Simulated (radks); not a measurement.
Question: The erbium ion Er20+, 48 electrons, occupied as [Kr] 4d10 4f2. Calculated with a radial shooting solver on a logarithmic mesh with Libxc functionals: Dirac Kohn-Sham, exchange-only PBE, spin-unpolarised, spherical densities, finite nucleus; open shells fill j = l - 1/2 first; Fermi nuclear charge, rms radius 5.2516 fm. Some entries of the table are withheld. Estimate them.

orbital  occ.  eigenvalue (eV)  <1/r> (bohr^-1)
1s1/2       2        -57835.88            77.54
2s1/2       2        -10163.22            18.64
2p1/2       2              (1)            18.62
2p3/2       4              (2)            16.15
3s1/2       2        -2703.265            6.833
3p1/2       2        -2502.933              (3)
3p3/2       4        -2309.943              (4)
3d3/2       4        -1967.013            5.999
3d5/2       6        -1924.916            5.845
4s1/2       2        -939.5030            2.977
4p1/2       2        -857.8891            2.886
4p3/2       4        -809.3297            2.679
4d3/2       4        -673.7654              (5)
4d5/2       6        -664.1655              (6)
4f5/2       2        -497.8322            2.203
4f7/2       0        -495.7611            2.188

Answer: 
(1) 2p1/2 eigenvalue (eV): -9706.264
(2) 2p3/2 eigenvalue (eV): -8789.783
(3) 3p1/2 <1/r> (bohr^-1): 6.748
(4) 3p3/2 <1/r> (bohr^-1): 6.119
(5) 4d3/2 <1/r> (bohr^-1): 2.515
(6) 4d5/2 <1/r> (bohr^-1): 2.466
